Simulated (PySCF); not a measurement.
**Te⁺: excitation energy**

Te⁺ [Kr] 4d10 5s2 5p3 (4S) → Te⁺ [Kr] 4d10 5s2 5p2 6s1 (4P), as a difference of total energies. Computed with PySCF 2.14 in aug-cc-pVQZ-DK3 (9s8p6d3f2g, 102 functions), with the spin-free X2C one-electron Hamiltonian (Gaussian nucleus). The calculations carry no spin-orbit coupling.

| method | excitation energy (eV) |
| --- | --- |
| UHF | 10.190 |
| wB97M-V | 10.134 |
| HSE06 | 10.081 |
| BP86 | 9.954 |

The promoted electron is Rydberg-like, and one or two diffuse shells describe it only roughly, which tends to raise the upper state.
